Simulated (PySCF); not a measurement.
```xyz
21

C      0.9298     2.1026    -0.0519
C      0.3634     0.7050    -0.0217
C      1.1988    -0.4279    -0.1052
Si     3.0657    -0.2538    -0.2589
C      0.6313    -1.7257    -0.0737
C     -0.7372    -1.9287     0.0380
C     -1.5912    -0.8148     0.1228
C     -3.0260    -0.7698     0.2431
C     -3.5105     0.5024     0.2990
S     -2.2655     1.7211     0.2100
C     -1.0192     0.4861     0.0910
H      1.4860     2.2863    -0.9860
H      0.1464     2.8694     0.0228
H      1.6335     2.2647     0.7812
H      3.6672    -1.6162    -0.3257
H      3.6479     0.4760     0.9077
H      3.4481     0.5053    -1.4878
H      1.2902    -2.5954    -0.1393
H     -1.1521    -2.9392     0.0602
H     -3.6557    -1.6595     0.2847
H     -4.5510     0.8123     0.3896
```

Charge 0, multiplicity 1.

### Question
Give the Mulliken and meta-Löwdin atomic charges from M06-2X/def2-TZVP // B3LYP-D3(BJ)/def2-SVP (PySCF).

### Answer

```csv
atom,Mulliken (e),meta-Löwdin (e)
C1,-0.54,-0.34
C2,0.10,0.03
C3,-0.12,-0.25
Si4,0.21,0.49
C5,-0.12,-0.11
C6,-0.24,-0.13
C7,0.13,0.00
C8,-0.21,-0.15
C9,-0.18,-0.23
S10,0.04,0.22
C11,-0.08,-0.11
H12,0.18,0.13
H13,0.15,0.12
H14,0.18,0.13
H15,-0.04,-0.10
H16,-0.03,-0.10
H17,-0.03,-0.10
H18,0.14,0.12
H19,0.14,0.12
H20,0.14,0.13
H21,0.17,0.14
```
